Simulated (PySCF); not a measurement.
How methods differ on the ionisation energy of I⁴⁰⁺

I⁴⁰⁺ [Ne] 3s2 3p1 [3p1/2^1, M_J = 1/2] → I⁴¹⁺ [Ne] 3s2, as a difference of total energies. Computed with PySCF 2.14 in an even-tempered Gaussian basis (18 s from 8.5 bohr⁻², ratio 2.4; 14 p from 11 bohr⁻², ratio 2.4; 4 d from 38 bohr⁻², ratio 2.6; 4 f from 57 bohr⁻², ratio 2.6), with the two-component X2C-1e Hamiltonian. Correlated levels: 1s2 frozen; the 54 highest virtual spinors dropped. "Screened" scales the spin-orbit matrix elements by Boettger's factors to mimic the two-electron term; Breit and QED terms are absent.

```json
{"method": "GHF (spin-free)", "ionisation energy (eV)": "2875.2"}
{"method": "GMP2 (spin-free)", "ionisation energy (eV)": "2875.6"}
{"method": "GHF (screened spin-orbit)", "ionisation energy (eV)": "2928.7"}
{"method": "GMP2 (screened spin-orbit)", "ionisation energy (eV)": "2928.9"}
```

Breit and QED terms and the two-electron picture change are absent.

The spin-free rows lack the spin-orbit shift.

For comparison: 2926 ± 4 eV (theoretical estimate listed by NIST; NIST Atomic Spectra Database, ionization energies).
